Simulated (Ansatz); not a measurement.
Isolated molecules relaxed with PBE0-D4/def2-TZVP in Ansatz; ΔE leaves out vibrations. CCSD(T)/CBS adds triple-zeta CCSD(T) − MP2 to the extrapolated MP2 energy (def2 sets, frozen cores). Functionals use def2-TZVPP. For Ge outer-core shells are correlated without core-valence functions, which leaves a few kJ/mol of doubt a bond. Scalar relativity is left out up to krypton. One conformer a species, not always the lowest.

Consider the redistribution: `N#[C][GeH]([F])[Cl]` + `NB(F)F` → `[NH2][GeH]([F])[Cl]` + `N#CB(F)F`.

```tsv
level	ΔE (kJ/mol)
CAM-B3LYP-D4	69.6
HF/def2-SVP	78.4
```

Problem. What does CCSD(T)/CBS give? (Estimate.)

Solution. Ansatz gave: +65.6 kJ/mol. The listed levels differ from it by 4.0, 12.8 kJ/mol.

Problem. What do rigid-rotor, harmonic-oscillator terms from PBE0-D4/def2-TZVP frequencies (298.15 K, 1 bar) make of the CCSD(T)/CBS value? (Best estimate.)

Solution. Ansatz gave: ΔZPE = -3.2 kJ/mol, ΔH = +63.1 kJ/mol, ΔS = 6 J/(mol·K), ΔG = +61.2 kJ/mol.

Largest T1 diagnostic among the species: 0.014.

Leaving LDA and LC-ωPBE aside and taking each functional with its dispersion term where it has one, the values, not all of them listed here, spread over 9.6 kJ/mol, from revPBE-D4 to BHLYP-D4. LDA lies +3.8 kJ/mol from PBE without D4. From PBE to PBE0 (25 % exact exchange), in def2-TZVPP and without D4, ΔE moves by +4.4 kJ/mol. At CCSD(T), def2-SVP lies +5.8 kJ/mol from the extrapolated value and def2-TZVPP +3.2 kJ/mol.
